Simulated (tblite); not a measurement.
Species: C4H3N3.
SMILES: `C#Cc1cnn[nH]1`

Level: GFN2-xTB in tblite, geometry and Hessian alike; calculated harmonic values, unscaled, isolated species. Errors from tens to a few hundred cm⁻¹ against measured bands are possible.

Harmonic wavenumbers (cm⁻¹): 141.0, 150.8, 385.1, 431.1, 596.2, 597.4, 653.2, 666.6, 682.5, 694.5, 823.3, 948.7, 1022.0, 1065.6, 1098.4, 1209.9, 1290.6, 1350.5, 1365.8, 1511.5, 2257.1, 3199.7, 3401.9, 3449.4.

A = 10056, B = 2004, C = 1671 MHz; mass 93.033 u (most abundant isotopes); point group Cs, symmetry number 1.

Question: Zero-point energy?

Answer: ½Σν̃ = 14496 cm⁻¹ = 173.41 kJ/mol.

Question: What is S at 500 K and 1 bar for an ideal gas of classical rigid rotors and harmonic oscillators?

Answer: Translation 176.14, rotation 117.99, vibration 86.13: S = 380.3 J/(mol K).

Question: And Cp and H(500 K) − H(0)?

Answer: Cp = 138.43 J/(mol K), of which vibrations give 105.18 (their classical limit is 24 R = 199.5); H(500 K) − H(0) = 41.72 kJ/mol without the zero-point energy, 25.09 from vibrations.

Question: Which modes carry the vibrational entropy at 500 K?

Answer: 141.0 cm⁻¹: 15.87; 150.8 cm⁻¹: 15.32; 385.1 cm⁻¹: 7.87; 431.1 cm⁻¹: 7.04; 596.2 cm⁻¹: 4.78; 597.4 cm⁻¹: 4.76 J/(mol K); the other 18 give 30.49 together.

Question: Blend soft modes into free rotors: weight 1/[1 + (100 cm⁻¹/ν̃)⁴] for the oscillator and the rest for a rotor with moment μB/(μ + B), μ = h/(8π²ν), B = 10⁻⁴⁴ kg m². What vibrational entropy results?

Answer: 85.02 J/(mol K) in place of 86.13, which changes −T·S at 500 K by +0.55 kJ/mol.

Question: What must be added to the electronic energy to get the Gibbs energy at 500 K and 1 bar?

Answer: ZPE + [H(500 K) − H(0)] − T·S = 173.41 + 41.72 − 190.13 = 25.00 kJ/mol.

Hindered rotation and anharmonicity are outside this model.
